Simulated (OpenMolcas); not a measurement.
N2+: from CASSCF to CASPT2

* Program: OpenMolcas
* Basis: ANO-RCC [8s7p4d3f2g]
* Scalar Hamiltonian: DKH2, point nucleus
* Active space: 3 electrons in 8 orbitals (2s 2p 3s 3p)
* State averaging: 2S+1 = 4 odd, 1 root; 2S+1 = 2 odd, 11 roots; 2S+1 = 4 even, 3 roots; 2S+1 = 2 even, 9 roots
* Spin-orbit coupling: RASSI with atomic mean-field integrals over the reference wave functions, term energies averaged over their components

Methods on the same reference wave functions:
A. CASSCF
B. SS-CASPT2, IPEA 0.25 Eh, imaginary shift 0.1 Eh (closed shells correlated: 1s)
C. MS-CASPT2, IPEA 0.25 Eh, imaginary shift 0.1 Eh (closed shells correlated: 1s)

Energies in cm-1 above 2s2 2p 2P* 1/2, the measured ground level; measured values from Moore, Selected Tables of Atomic Spectra, NSRDS-NBS 3, section 5.

```json
{"Level": "2s2 2p 2P* 1/2", "A": "0.0", "B": "0.0", "C": "0.0", "Measured": "0.0"}
{"Level": "2s2 2p 2P* 3/2", "A": "170", "B": "170", "C": "171", "Measured": "174"}
{"Level": "2s 2p2 4P 1/2", "A": "51636", "B": "56310", "C": "56340", "Measured": ""}
{"Level": "2s 2p2 4P 3/2", "A": "51693", "B": "56370", "C": "56400", "Measured": "57247"}
{"Level": "2s 2p2 4P 5/2", "A": "51788", "B": "56460", "C": "56490", "Measured": "57328"}
{"Level": "2s 2p2 2D 3/2", "A": "105979", "B": "100650", "C": "100660", "Measured": "101031"}
{"Level": "2s 2p2 2D 5/2", "A": "105983", "B": "100650", "C": "100660", "Measured": "101024"}
{"Level": "2s 2p2 2S 1/2", "A": "132426", "B": "130790", "C": "130820", "Measured": "131004"}
{"Level": "2s 2p2 2P 1/2", "A": "155150", "B": "146450", "C": "146480", "Measured": "145876"}
{"Level": "2s 2p2 2P 3/2", "A": "155268", "B": "146570", "C": "146600", "Measured": "145986"}
{"Level": "2p3 4S* 3/2", "A": "183797", "B": "186140", "C": "186170", "Measured": "186797"}
{"Level": "2p3 2D* 3/2", "A": "212301", "B": "204060", "C": "204110", "Measured": "203089"}
{"Level": "2p3 2D* 5/2", "A": "212305", "B": "204060", "C": "204110", "Measured": "203075"}
{"Level": "2p3 2P* 1/2", "A": "238800", "B": "230710", "C": "230760", "Measured": "230404"}
{"Level": "2p3 2P* 3/2", "A": "238818", "B": "230730", "C": "230780", "Measured": "230409"}
```

Deviations, from unrounded energies. A percentage is the sum of absolute deviations over the sum of measured energies, with the sign that they share, or ± where signs differ.

```json
{"Against measurement": "mean absolute deviation (cm-1)", "Levels": "13", "A": "6100", "B": "550", "C": "560"}
{"Against measurement": "fine structure of the ground term (%)", "Levels": "1", "A": "-2.7", "B": "-2.7", "C": "-2.2"}
{"Against measurement": "other configurations (%)", "Levels": "12", "A": "±4.4", "B": "±0.4", "C": "±0.4"}
```

B, C lie about equally close to measurement and A furthest from it. The largest miss of B in the table is 2p3 2D* 5/2, by +990 cm-1. The ranking rests on the paired levels alone, and a cruder setting can come out closer through cancelling errors.

Between B and C the level of the table that moves most is 2p3 2P* 1/2, by 53 cm-1 (lowest in B, highest in C). Moves below CASPT2's spread within the term are not significant.

The mean deviations of B to C differ by less than CASPT2's widest spread within a term (530 cm-1), so their order carries little weight.

The lowest spin-free term lies below A's lowest term by 0.070 hartree in B, 0.070 hartree in C.

CASPT2 does not keep the components of a term degenerate, so their means are used; among the terms shown or strongly mixed into the levels shown the widest spread is 530 cm-1 (2p3 2D*, C). Active for correlation alone: 3p 3s; no level in the range computed is led by a configuration that fills them, so any true level of that kind is missing. Measured partners are found by configuration, term and J. A level has none where our copy of the source lacks it or the pairing is in doubt (some pairs that miss far off the trend of their configuration count as doubtful), and it then counts in no deviation. Levels of configurations outside the active space are missing.

* marks odd parity.
